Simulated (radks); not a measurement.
The numbers below are computed, except where a source is named.
Mean orbital radii <r> (bohr) of the potassium ion K14+, [He] 2s2 2p1, at several levels of relativity; Dirac values are averaged over j with weights 2j + 1. Spin-unpolarised spherical Kohn-Sham, BLYP, point nucleus unless stated (finite: rms radius 3.4349 fm), a radial shooting solver on a logarithmic mesh with Libxc functionals. A level marked "c x" has the speed of light scaled by that factor and shares open shells by 2j + 1; other Dirac levels either fill j = l - 1/2 first or share by 2j + 1.

| shell | non-rel. | scalar-rel. | Dirac, 2j+1 shares | Dirac, low j first | change of magnitude, last against first (%) |
|---|---|---|---|---|---|
| 1s | 0.08107 | 0.08057 | 0.08057 | 0.08057 | -0.62 |
| 2s | 0.3492 | 0.3471 | 0.3469 | 0.3470 | -0.63 |
| 2p | 0.3016 | 0.3007 | 0.3006 | 0.3007 | -0.30 |
